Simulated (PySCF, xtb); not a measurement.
C2H7NSi2, SMILES C1=C[SiH2][Si@@H]1N.

GFN2-xTB (xtb) at its own geometry gives an orbital gap of 3.24 eV and a dipole moment of 1.28 D.

Geometry optimised at PBE0-D3(BJ)/def2-SVP. The structure was generated by enumeration; whether it is a known compound was not checked. Other conformers were not sampled.

What does PySCF with HF/def2-TZVP give? (Estimate from the structure and the level; the computed values follow.)

gap 12.61 eV (levels -9.69 and 2.92 eV), dipole 1.51 D.
